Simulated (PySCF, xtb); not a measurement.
CH₄ClFOSi, SMILES OC[Si@@H](F)Cl.

xtb with GFN2-xTB at its own geometry gives an orbital gap of 5.66 eV and a dipole moment of 2.16 D.

Geometry: PBE-D3(BJ)/def2-SVP. The structure was generated by enumeration; whether it is a known compound was not checked. One conformer was computed; it need not be the lowest.

**Question.** What does CAM-B3LYP/def2-TZVP in PySCF give? (An estimate is asked for; the answer gives what the named calculation found.)

**Answer.** gap 10.27 eV (levels -9.45 and 0.82 eV), dipole 2.22 D.
